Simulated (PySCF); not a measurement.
**Structure elucidation problem**

An unknown has the formula C₆H₇Cl. Its calculated NMR data are:

¹H NMR (300 MHz, computed): δ 5.30 (m, 1H), 2.78 (m, 1H), 2.49 (m, 1H), 1.82 (m, 1H), 1.70 (m, 1H), 0.90 (m, 1H), -0.05 (m, 1H).

¹³C{¹H} NMR (computed): δ 151.1 (C), 129.4 (CH), 39.1 (CH2), 31.8 (CH), 19.3 (CH2), 19.2 (CH).

[PySCF 2.14.0 with density-fitted response routines: structure optimised with GFN2-xTB; NMR shieldings at PBE0/pcSseg-1/GIAO; non-relativistic; no solvent model; single conformer]

δ = σ(ref) − σ, references computed at the same level: ¹H and ¹³C vs TMS.

Task: Which of these isomers gave the spectra?
A. ClC1=CC[C@@H]2C[C@H]12
B. Cl[C@@H]1[C@@H]2C=CC[C@H]12
C. C=CC(=C)/C=C/Cl

Result: A. 

Rings plus π bonds: 3 (2 rings in the answer). 6 carbon signals for 6 carbons: no two carbons are equivalent. Carbon types of the structure: 1 × C, 3 × CH, 2 × CH2, which accounts for all hydrogens. δC 151.1: fully substituted alkene carbon; as expected for a trigonal carbon in a double bond. δC 129.4: alkene CH; an sp2 carbon of a C=C bond. δC 39.1: allylic sp3 CH2; aliphatic region, no heteroatom directly attached. δC 31.8, 19.3, 19.2: three-membered-ring carbon. δH 2.78, 2.49: hydrogen on an allylic sp3 CH2; allylic position.

The others: Cl[C@@H]1[C@@H]2C=CC[C@H]12 has carbons computed at 142.6, 135.9, 44.8, 37.5, 34.9, 26.0, with a different DEPT pattern; C=CC(=C)/C=C/Cl has carbons computed at 149.8, 144.5, 140.3, 138.7, 126.9, 122.9.

Carbons that carry Cl, above all several Cl atoms, come out too deshielded, partly because spin–orbit coupling is missing. Shifts are as computed. Against solution values, carbons near 30 ppm lie about +3 ppm off and those near 130 ppm about +5 ppm; carbons on Cl a further +6 ppm. Of 1309 compounds with measured shifts, 239 miss one by over three times the rms of a fit or turn the order of signals round; such compounds aren't used in these exercises. No couplings were computed; multiplicities are counted from neighbouring protons, with m where these are inequivalent, close in shift, in a saturated or five-membered ring or joined by F or P, and br s for small geminal =CH2 splittings.
